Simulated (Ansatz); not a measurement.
Energy needed to pull apart C$_{2}$H$_{4}$Se (SMILES C1C[Se]1), closed shell, into free ground-state atoms, from the structure below (displaced at random from a GFN2-xTB minimum); no zero-point or spin–orbit terms; open-shell atoms are treated unrestricted, in their ground-state multiplicity.

C1  (-0.651, -0.054, -0.394)
C2  (0.615, 0.190, 0.251)
Se3  (-0.154, -1.466, 0.805)
H4  (-0.489, -0.325, -1.464)
H5  (-1.431, 0.478, -0.133)
H6  (0.608, 0.946, 1.151)
H7  (1.566, 0.153, -0.167)
(Å)

Ansatz 0.2.0; basis: def2-TZVPP; cores frozen in the correlated methods. Filled d shells of the heavier atoms are correlated. The def2 sets are not built for correlating such inner shells, so the correlated values are less sure here.

```json
{"method": "PBE-D4", "atomization energy (eV)": "26.59"}
{"method": "r2SCAN-D4", "atomization energy (eV)": "26.02"}
{"method": "B97M-V", "atomization energy (eV)": "25.96"}
{"method": "PBE0-D4", "atomization energy (eV)": "26.15"}
{"method": "HSE06-D4", "atomization energy (eV)": "26.16"}
{"method": "wB97M-V", "atomization energy (eV)": "?"}
{"method": "HF", "atomization energy (eV)": "18.40"}
{"method": "MP2", "atomization energy (eV)": "?"}
{"method": "CCSD", "atomization energy (eV)": "24.82"}
{"method": "CCSD(T)", "atomization energy (eV)": "25.27"}
```

(1) What does wB97M-V give? (Judge from chemistry; the value comes from the calculation.)

(2) What does MP2 give? (To be estimated.)

The T1 diagnostic stays at or below 0.009.

Answers

(1) By the calculation: 25.88 eV, which is about 0.61 eV more than CCSD(T)/def2-TZVPP.

(2) The calculation gives: 25.73 eV, which is about 0.46 eV more than CCSD(T)/def2-TZVPP.

In triple zeta the MP2 and coupled-cluster atomization energies are still short of their basis limit by a few kcal/mol a bond, whereas those of the functionals are nearly converged, so these differences are not deviations from converged CCSD(T).

For scale, one of the runs: CCSD(T)/def2-TZVPP forces, 166 basis functions (an equivalent command: `ansatz run in.yaml --threads 4`). Time: 2.5 min of wall clock on 4 CPU threads; the host was shared. Peak host memory: 2.5 GiB.
